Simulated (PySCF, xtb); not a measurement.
Ga(Cl)3 cation (Cl₃Ga), SMILES [Cl][Ga]([Cl])[Cl] (connectivity only; charge and spin as stated), charge +1, multiplicity 2.

Harmonic wavenumbers (cm⁻¹) from xtb with GFN2-xTB at its own minimum, in rising order: 57, 57, 124, 288, 330, 331.

What does B3LYP-D3(BJ)/def2-SVP (PySCF 2.14.0) give at its own minimum? (The exact figures need the calculation; the answer reports its results.)

83, 106, 152, 295, 357, 525. Paired by order, the mean absolute difference is 55 cm⁻¹ and the zero-point energies are 1.7 and 2.2 kcal/mol.
